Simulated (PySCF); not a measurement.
Stretching SnC

Set-up: PySCF, scalar-relativistic core potentials, basis sets Sn def2-SVP with ECP28, C def2-SVP. Energies in eV from Sn + C in their ground configurations at the same level. State: ³Π (triplet), unpaired electrons σ ↑, π ↑.

All columns are BLYP. A positive dipole means Sn(−)C(+).

| R (Å) | E (eV) | μ (D) | Mulliken charge on Sn (basis-dependent) | HOMO (eV) | LUMO (eV) | Mayer bond order | ⟨S²⟩ |
| --- | --- | --- | --- | --- | --- | --- | --- |
| 1.746 | -2.177 | -1.90 | 0.15 | -5.17 | -4.97 | 2.42 | 2.01 |
| 1.827 | -2.820 | -2.05 | 0.16 | -4.99 | -4.80 | 2.36 | 2.02 |
| 1.908 | -3.182 | -2.20 | 0.18 | -4.83 | -4.65 | 2.30 | 2.02 |
| 1.969 | -3.319 | -2.31 | 0.19 | -4.72 | -4.55 | 2.26 | 2.03 |
| 2.030 | -3.370 | -2.40 | 0.20 | -4.62 | -4.47 | 2.22 | 2.04 |
| 2.091 | -3.355 | -2.49 | 0.21 | -4.53 | -4.39 | 2.17 | 2.06 |
| 2.172 | -3.263 | -2.59 | 0.23 | -4.42 | -4.30 | 2.09 | 2.09 |
| 2.274 | -3.075 | -2.69 | 0.23 | -4.31 | -4.21 | 1.97 | 2.17 |
| 2.395 | -2.798 | -2.78 | 0.24 | -4.21 | -4.14 | 1.78 | 2.29 |
| 2.558 | -2.412 | -2.90 | 0.24 | -4.15 | -4.12 | 1.55 | 2.47 |

A fit through these points gives, at Re = 2.045 Å, μ = -2.43 D and dμ/dR = -1.47 D/Å; the reduced mass is 10.91 u.

How strong is the fundamental in the double-harmonic approximation, I = 42.26·(dμ/dR)²/μred km/mol?

I = 42.26·(-1.47)²/10.91 = 8.37 km/mol at BLYP.

⟨S²⟩ of the unrestricted solution departs from its pure value on part of the curve, where spin states mix. Spin–orbit coupling is left out, which matters for elements this heavy, above all for dissociation energies. The state was picked by a PBE0 search and need not be the measured ground state.
